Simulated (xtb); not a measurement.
C4H6O4Zn, charge +1, doublet, at a GFN2-xTB geometry (such geometries of metal compounds can be far from the true shape) (a state made from the parent by changing its charge; the spin is typed, not shown lowest); GFN0-xTB with GBSA(toluene) (xtb).

Here is a job for xtb.
```
$ xtb mol.xyz --gfn 0 --chrg 1 --uhf 1 --gbsa toluene --json

# file mol.xyz
15

Zn    -0.00526764     0.00541762     0.00407938
C      0.09603319     2.30987692    -2.99729817
C      0.05958304     1.37652557    -1.78733793
O     -0.48074607     0.27209721    -1.91679281
O      0.56473923     1.77006141    -0.72965432
H      0.97269638     2.95034303    -2.91975243
H      0.09750893     1.70882232    -3.90472554
H     -0.81419561     2.91199958    -2.94731222
C     -0.08473146    -2.32490459     2.98585946
C     -0.04847619    -1.37930290     1.78557697
O     -0.99280301    -0.59614818     1.63171913
O      0.91760629    -1.44373053     1.01676299
H      0.93698966    -2.52487476     3.30410372
H     -0.68561149    -1.87319019     3.77283590
H     -0.55418159    -3.24703751     2.63538721
```

Question: What does xtb print? Leave out banner, timings and long lists.

Answer: 
```
   ID    Z sym.   atoms
    1   30 Zn     1
    2    6 C      2, 3, 9, 10
    3    8 O      4, 5, 11, 12
    4    1 H      6-8, 13-15

           -------------------------------------------------
          |                Calculation Setup                |
           -------------------------------------------------

           -------------------------------------------------
          |                 G F N 0 - x T B                 |
           -------------------------------------------------

      * Solvation model:               GBSA
        Solvent                        toluene
        Parameter file                 internal GFN2-xTB/GBSA
        Dielectric constant                7.0000E+00
        Reference state                gsolv [1 M gas/solution]
        Free energy shift                  4.5239E-03 Eh       2.8388E+00 kcal/mol
        Temperature                        2.9815E+02 K
        Density                            8.6700E-01 kg/L
        Solvent mass                       9.2140E+01 g/mol
        Interaction kernel             Still
        Born radius scaling (c1)           1.5686E+00
        Born radii integrator          GBOBC
        Born offset                        0.0000E+00 a0       0.0000E+00 AA
        H-bond correction              false
        Ion screening                  false
        Surface tension                    1.0000E-05 Eh       1.5569E+01 dyn/cm
        Grid points                               230 per atom

          ...................................................
          :                      SETUP                      :
          :.................................................:
          :  # basis functions                  48          :
          :  # atomic orbitals                  48          :
          :  # shells                           30          :
          :  # electrons                        47          :
          :  electronic temp.          300.0000000     K    :
          :  accuracy                    1.0000000          :
          :  -> integral cutoff          0.2500000E+02      :
          :  -> integral neglect         0.1000000E-07      :
          ...................................................

         :::::::::::::::::::::::::::::::::::::::::::::::::::::
         ::                     SUMMARY                     ::
         :::::::::::::::::::::::::::::::::::::::::::::::::::::
         :: total energy             -23.971431267564 Eh    ::
         :: total w/o Gsasa/hb       -23.963171602998 Eh    ::
         :: gradient norm              0.047284998814 Eh/a0 ::
         :: HOMO-LUMO gap              4.925178430382 eV    ::
         ::.................................................::
         :: H0 energy                -25.413093514327 Eh    ::
         :: repulsion energy           0.247287697006 Eh    ::
         :: electrostat energy         1.226099991509 Eh    ::
         :: -> Gsolv                   0.000000000000 Eh    ::
         ::    -> Gsasa               -0.012783544438 Eh    ::
         ::    -> Gshift               0.004523879872 Eh    ::
         :: dispersion energy         -0.004067366874 Eh    ::
         :: short-range corr.         -0.027658074878 Eh    ::
         :: add. restraining           0.000000000000 Eh    ::
         :: total charge               1.000000000000 e     ::
         :::::::::::::::::::::::::::::::::::::::::::::::::::::

           -------------------------------------------------
          |                Property Printout                |
           -------------------------------------------------

    * Orbital Energies and Occupations

         #    Occupation            Energy/Eh            Energy/eV
      -------------------------------------------------------------
         1        2.0000           -0.6980705             -18.9955
       ...           ...                  ...                  ...
        12        2.0000           -0.5388730             -14.6635
        13        2.0000           -0.5264385             -14.3251
        14        2.0000           -0.5257090             -14.3053
        15        2.0000           -0.5019371             -13.6584
        16        2.0000           -0.5019296             -13.6582
        17        2.0000           -0.4951971             -13.4750
        18        2.0000           -0.4951911             -13.4748
        19        2.0000           -0.4380541             -11.9201
        20        2.0000           -0.4280237             -11.6471
        21        2.0000           -0.4279852             -11.6461
        22        1.9495           -0.4151585             -11.2970
        23        1.9494           -0.4151574             -11.2970
        24        1.1011           -0.4102951             -11.1647 (HOMO)
        25                         -0.2292981              -6.2395 (LUMO)
        26                         -0.2292914              -6.2393
        27                         -0.1982886              -5.3957
        28                         -0.1448379              -3.9412
        29                         -0.1427756              -3.8851
        30                         -0.0917158              -2.4957
        31                         -0.0917102              -2.4956
        32                         -0.0906492              -2.4667
        33                         -0.0906154              -2.4658
        34                          0.0250201               0.6808
        35                          0.0251253               0.6837
       ...                                ...                  ...
        48                          0.9083585              24.7177
      -------------------------------------------------------------
                  HL-Gap            0.1809970 Eh            4.9252 eV
             Fermi-level            0.0000000 Eh            0.0000 eV

     #   Z          covCN         q      C6AA      α(0)
     1  30 Zn       4.084    -0.101   121.119    21.602
     2   6 C        3.750    -0.587    38.932     9.005
     3   6 C        3.371     0.634    16.189     6.296
     4   8 O        1.535    -0.214    17.520     5.657
     5   8 O        1.536    -0.213    17.509     5.655
     6   1 H        0.925     0.313     0.671     1.281
     7   1 H        0.925     0.313     0.671     1.281
     8   1 H        0.924     0.305     0.695     1.304
     9   6 C        3.750    -0.587    38.931     9.005
    10   6 C        3.371     0.634    16.188     6.296
    11   8 O        1.535    -0.213    17.517     5.656
    12   8 O        1.536    -0.213    17.511     5.655
    13   1 H        0.925     0.313     0.672     1.282
    14   1 H        0.925     0.313     0.670     1.280
    15   1 H        0.924     0.305     0.695     1.304

 Mol. C6AA /au·bohr⁶  :       2784.650389
 Mol. C8AA /au·bohr⁸  :      88161.867648
 Mol. α(0) /au        :         82.557508

Wiberg/Mayer (AO) data.
largest (>0.10) Wiberg bond orders for each atom

 ---------------------------------------------------------------------------
     #   Z sym  total        # sym  WBO       # sym  WBO       # sym  WBO
 ---------------------------------------------------------------------------
     1  30 Zn   1.730 --     5 O    0.392    11 O    0.392    12 O    0.391
                             4 O    0.391
     2   6 C    3.882 --     7 H    0.977     6 H    0.977     8 H    0.963
                             3 C    0.882
     3   6 C    3.873 --     4 O    1.465     5 O    1.464     2 C    0.882
     4   8 O    2.266 --     3 C    1.465     1 Zn   0.391     5 O    0.284
     5   8 O    2.266 --     3 C    1.464     1 Zn   0.392     4 O    0.284
     6   1 H    0.987 --     2 C    0.977
     7   1 H    0.987 --     2 C    0.977
     8   1 H    0.984 --     2 C    0.963
     9   6 C    3.882 --    14 H    0.977    13 H    0.976    15 H    0.963
                            10 C    0.882
    10   6 C    3.873 --    12 O    1.464    11 O    1.464     9 C    0.882
    11   8 O    2.266 --    10 C    1.464     1 Zn   0.392    12 O    0.284
    12   8 O    2.265 --    10 C    1.464     1 Zn   0.391    11 O    0.284
    13   1 H    0.987 --     9 C    0.976
    14   1 H    0.987 --     9 C    0.977
    15   1 H    0.984 --     9 C    0.963
 ---------------------------------------------------------------------------

Topologies differ in total number of bonds
Writing topology from bond orders to xtbtopo.mol

 dipole moment from electron density (au)
     X       Y       Z
  -0.0451  -0.0044  -0.0053  total (Debye):    0.116

           -------------------------------------------------
          | TOTAL ENERGY              -23.971431267564 Eh   |
          | GRADIENT NORM               0.047284998814 Eh/α |
          | HOMO-LUMO GAP               4.925178430382 eV   |
           -------------------------------------------------

normal termination of xtb
```
